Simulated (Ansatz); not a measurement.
Relaxation of AlBH$_{4}$O$_{2}$ (8 atoms, charge 0, multiplicity 1), to a largest force component of 0.02 eV/Å in at most 50 steps.

The calculation used RKS PBE0/def2-SVP in Ansatz 0.2.0.

```xyz
8
Properties=species:S:1:pos:R:3:forces:R:3
B -0.257 1.514 -0.082 1.11 0.81 0.96
O 0.870 0.907 0.473 -1.99 -1.44 -1.60
Al 0.716 -0.845 -0.062 3.43 1.05 1.53
O -0.075 -2.042 1.000 -0.75 2.38 -2.80
H -0.243 2.063 -1.176 0.26 -0.35 -0.11
H -1.300 1.655 0.537 0.12 -0.33 0.15
H 1.429 -1.316 -1.422 -0.08 0.09 0.26
H -0.788 -1.007 -0.351 -2.10 -2.21 1.62
```

**Question.** Where does it end, and by what steps?

**Answer.** The run converged. After 20 steps the energy has fallen by 6.173 eV; H8 moved furthest, 1.45 Å. Parted: B1–Al3, Al3–H8. Joined: O4–H8.

```tsv
step	energy less start (eV)	largest force component (eV/Å)	accepted
0	0.0000	3.432	yes
1	-2.0110	4.024	yes
2	-4.0691	3.965	yes
3	-3.7512	11.034	no
4	-4.7368	2.385	yes
5	-5.0387	1.783	yes
6	-5.2699	0.648	yes
7	-5.5332	0.540	yes
8	-5.7291	0.593	yes
9	-5.8924	0.554	yes
10	-6.0385	0.453	yes
11	-6.1143	0.309	yes
12	-6.1464	0.158	yes
13	-6.1638	0.079	yes
14	-6.1355	0.812	no
15	-6.1689	0.049	yes
16	-6.1712	0.074	yes
17	-6.1717	0.127	yes
18	-6.1725	0.062	yes
19	-6.1725	0.043	yes
20	-6.1725	0.003	yes
```

```xyz
8
Properties=species:S:1:pos:R:3
B -0.283 1.925 -0.139
O 0.142 0.660 -0.181
Al 0.732 -0.938 -0.246
O -0.294 -2.249 0.044
H -0.711 2.451 -1.150
H -0.244 2.539 0.910
H 2.237 -1.206 -0.578
H -1.228 -2.253 0.257
```

Time of the run: 100 s on 1 thread of Arm Neoverse N1 (shared host), peak memory 0.25 GiB.
